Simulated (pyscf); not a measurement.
HO–In, singlet

Gas-phase minimum from PySCF at ωB97X-D3(BJ)/def2-SVP, one conformer. 

SMILES: [In][OH]
```xyz
3

O      0.2458     0.8462     0.1598
In     1.7497     0.7311    -1.1840
H      0.1300     0.3477     0.9750
```
Charge 0, spin multiplicity 1.

Bonds (Å): O1–In2 2.020, O1–H3 0.963. Bond angles (°): In2–O1–H3 128.6.

Properties at ωB97X-D3(BJ)/def2-SVP:

```json
{
 "harmonic_wavenumbers_unscaled": "385, 585, 3927 cm⁻¹",
 "zero_point_energy": "7.0 kcal/mol",
 "rotational_symmetry_number": "1",
 "Entropy of this conformer at 298 K and 1 atm, rigid rotor and harmonic oscillator, modes under 100 cm⁻¹ raised to 100": "256.1 J/(mol K)",
 "dipole_moment": "1.63 D"
}
```

Single-point totals, which compare only within one level (frozen core for MP2 and CC):

```json
[
 {"level": "ωB97X-D3(BJ)/def2-TZVP", "total energy (hartree)": "-266.10338"},
 {"level": "PBE/def2-TZVP", "total energy (hartree)": "-265.95974"},
 {"level": "r²SCAN/def2-TZVP", "total energy (hartree)": "-266.06493"},
 {"level": "B3LYP-D3(BJ)/def2-TZVP", "total energy (hartree)": "-266.10873"},
 {"level": "PBE0-D3(BJ)/def2-TZVP", "total energy (hartree)": "-265.95139"},
 {"level": "M06-2X/def2-TZVP", "total energy (hartree)": "-265.93229"},
 {"level": "ωB97M-D3(BJ)/def2-TZVP", "total energy (hartree)": "-266.07726"},
 {"level": "HF/def2-TZVPP", "total energy (hartree)": "-264.72757"},
 {"level": "MP2/def2-TZVPP", "total energy (hartree)": "-265.24620"},
 {"level": "CCSD/def2-TZVPP", "total energy (hartree)": "-265.23989"},
 {"level": "CCSD(T)/def2-TZVPP", "total energy (hartree)": "-265.25708"}
]
```

The CCSD(T) − MP2 part came from Ansatz, without density fitting, on the same reference. The frozen core leaves the outer d or s,p core shells of the metals and heavy elements correlated in the MP2 and CC values, and def2-TZVPP describes them poorly, so these totals are far from the basis limit. Elements past Kr carry the def2 core potentials, without spin-orbit coupling.
